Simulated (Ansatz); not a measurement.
The first iterations of a band of ClH₅OSiSn (9 atoms, charge 0, multiplicity 1).

Method: Ansatz 0.2.0, RKS B3LYP/def2-SVP.

```json
{"movable images": "5", "climbing image": "yes", "spring": "5.0 eV/Å²", "optimiser": "quadratic models (default)", "start path": "through a guess of the saddle point", "force threshold": "0.03 eV/Å", "iteration limit": "60", "end points": "relaxed"}
```

First end point:

```xyz
9
Properties=species:S:1:pos:R:3
O -1.395 0.390 1.403
Si -0.947 0.893 -0.116
Sn 1.036 -0.687 -0.722
Cl 1.409 -1.413 1.562
H -0.725 -0.120 1.890
H -2.090 0.743 -1.055
H -0.473 2.308 -0.154
H 0.730 -2.137 -1.597
H 2.543 -0.023 -1.227
```

Last end point:

```xyz
9
Properties=species:S:1:pos:R:3
O -0.981 1.077 1.084
Si -1.111 1.101 -0.904
Sn 0.930 -0.673 -0.961
Cl 0.910 -1.168 1.497
H -0.474 0.287 1.455
H -2.063 -0.088 -0.834
H -0.557 1.873 1.442
H 0.848 -2.264 -1.649
H 2.587 -0.190 -1.148
```

| iteration | highest image above the first end (eV) | largest band force component (eV/Å) |
| --- | --- | --- |
| 1 | 6.187 | 18.051 |
| 2 | 3.939 | 6.677 |
| 3 | 3.178 | 2.606 |
| 4 | 2.713 | 1.768 |
| 5 | 2.234 | 1.343 |
| 6 | 2.598 | 1.206 |
| 7 | 3.076 | 0.883 |

Question: Does the band converge within its limit, and where does its top end?

Answer: The forces met the threshold. It ended after 23 iterations with the highest image 3.022 eV above the first end. Neighbouring images differ by up to 1.6 eV, so the band resolves the path poorly. The order of the stationary point at the top wasn't checked. The orbitals stay closed-shell, which can raise the energy where a bond breaks towards radicals; this wasn't checked here.

Time of the run: 2 min on 2 threads of AMD EPYC 9R45 96-Core Processor (Zen 5), on a shared host, peak memory 0.27 GiB.
